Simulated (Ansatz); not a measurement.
Reaction (hydrogenolysis of the Si–C bond): `C[SiH]([AlH2])O[SiH3]` + H₂ → `[AlH2][SiH2]O[SiH3]` + CH₄

Isolated molecules relaxed with PBE0-D4/def2-TZVP in Ansatz; ΔE leaves out vibrations. CBS: MP2 limit from def2 TZ/QZ plus the TZ coupled-cluster correction, frozen cores. This one scheme is used for every species. One conformer a species, not always the lowest.

`C[SiH]([AlH2])O[SiH3]`:

Z-matrix (Å, degrees):
```
C
Si 1 1.874
H 1 1.092 2 111.6
H 1 1.094 2 110.2 3 -120.0
H 1 1.093 2 110.7 3 120.5
Al 2 2.469 1 113.7 3 61.4
O 2 1.654 1 109.4 3 -61.4
H 2 1.501 1 106.9 3 -177.8
H 6 1.590 2 122.2 1 -131.7
H 6 1.593 2 119.6 1 49.1
Si 7 1.632 2 143.0 1 -78.5
H 11 1.488 7 110.6 2 71.6
H 11 1.484 7 108.5 2 -168.7
H 11 1.488 7 110.5 2 -48.6
```

H₂:

Z-matrix (Å, degrees):
```
H
H 1 0.746
```

`[AlH2][SiH2]O[SiH3]`:

Z-matrix (Å, degrees):
```
Si
O 1 1.650
Al 1 2.463 2 110.9
H 1 1.497 2 108.9 3 122.8
H 1 1.497 2 108.9 3 -122.9
Si 2 1.635 1 142.4 3 178.6
H 3 1.588 1 121.8 2 0.7
H 3 1.590 1 118.9 2 -179.3
H 6 1.487 2 110.3 1 63.1
H 6 1.483 2 108.2 1 -177.1
H 6 1.487 2 110.3 1 -57.3
```

CH₄:

Z-matrix (Å, degrees):
```
C
H 1 1.090
H 1 1.090 2 109.5
H 1 1.090 2 109.5 3 -120.0
H 1 1.090 2 109.5 3 120.0
```

| species | CCSD(T)/CBS(def2) energy (Eh) |
| --- | --- |
| `C[SiH]([AlH2])O[SiH3]` | -938.88270 |
| H₂ | -1.17544 |
| `[AlH2][SiH2]O[SiH3]` | -899.60510 |
| CH₄ | -40.46206 |

(1) Work out ΔE.

Largest T1 diagnostic among the species: 0.012.

Results:

(1) ΔE = (-899.60510) + (-40.46206) − (-938.88270) − (-1.17544) = -0.00902 Eh = -0.25 eV.

In def2-TZVPP, CCSD(T) changes the Hartree–Fock value by +0.24 eV (the triples alone add +0.05 eV) and MP2 by +0.29 eV. The D4 term adds +0.11 eV with B3LYP and +0.06 eV with PBE0; it sums over pairs of atoms, weighted by their polarisabilities, and B3LYP, whose exchange is more repulsive, gets the larger term.

B3LYP here is the variant with VWN-RPA as its local correlation; programs differ in this.
